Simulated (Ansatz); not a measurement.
An input meant for the cluster Na3Sb (charge 0, singlet).

```yaml
crystal:
  periodic: [false, false, false]
  atoms:
    - {symbol: Na, position_ang: [1.978106, 0.780117, -1.001468]}
    - {symbol: Na, position_ang: [-1.162878, 1.506738, 1.379134]}
    - {symbol: Na, position_ang: [-0.063903, -2.269482, 0.608263]}
    - {symbol: Sb, position_ang: [-0.751325, -0.017383, -0.985929]}
basis:
  gaussian: {orbitals: def2-TZVPD, final_grid: {core_spheres: 1, valence_spheres: 1, degree: 1}}
hamiltonian: {xc: {name: PBE}}
```

```sh
$ ansatz run in.yaml --threads 4 --pin off --events-out ev --progress --plain --max-ram 3916MiB
```

Shortened log:

```
Functional definition: PBE
1367 factors; their error is unknown
mean field evaluation 1: about -19770.3989 eV, gradient 3.8e1 eV
mean field evaluation 2: about -19714.1043 eV, gradient 8.7e1 eV
mean field evaluation 4: about -19777.8691 eV, gradient 1.3e1 eV
mean field evaluation 8: about -19787.8256 eV, gradient 2.6e2 eV
mean field evaluation 16: about -19696.8546 eV, gradient 2.1e2 eV
mean field evaluation 32: about -20001.5183 eV, gradient 6.2e1 eV
mean field evaluation 64: about -20008.7876 eV, gradient 1.0e1 eV
mean field evaluation 96: about -19997.9555 eV, gradient 3.4e1 eV
mean field evaluation 128: about -20008.9592 eV, gradient 9.0e-1 eV
mean field evaluation 160: about -19903.2761 eV, gradient 1.5e2 eV
mean field evaluation 192: about -20008.8059 eV, gradient 8.8e0 eV
mean field evaluation 224: about -20009.1175 eV, gradient 6.5e-1 eV
a density is far from that of the atoms, so the factors are made again for it
1601 factors; integrals over basis functions are off by at most 1.7e-4 eV
mean field evaluation 256: about -20009.2844 eV, gradient 1.5e-4 eV
mean field evaluation 288: about -19992.3101 eV, gradient 2.7e1 eV
mean field evaluation 320: about -20004.4344 eV, gradient 4.4e1 eV
mean field evaluation 352: about -20008.6995 eV, gradient 1.1e1 eV
mean field evaluation 384: about -20008.6379 eV, gradient 2.8e0 eV
mean field evaluation 416: about -20002.5976 eV, gradient 5.5e1 eV
mean field evaluation 448: about -19929.0848 eV, gradient 1.6e2 eV
mean field evaluation 480: about -20004.2487 eV, gradient 1.6e1 eV
mean field -20009.28822408 eV, -735.3277794524 hartree, gradient 1.3e-5 eV, S^2 0.000000; 17 other end points of the search recorded, 0 dependent functions left out
reference -20009.28823857 eV, -735.3277799847 hartree; 28, 28 occupied and 133, 133 virtual orbitals, 1601 factors
Total energy: -20009.28823857 eV, -735.3277799847 hartree
```

In this input the integration grid is far too coarse. Self-consistency was reached. The result belongs to that input, not to the species as meant.

In the def2 sets Sb takes a core potential; there is no spin–orbit coupling.
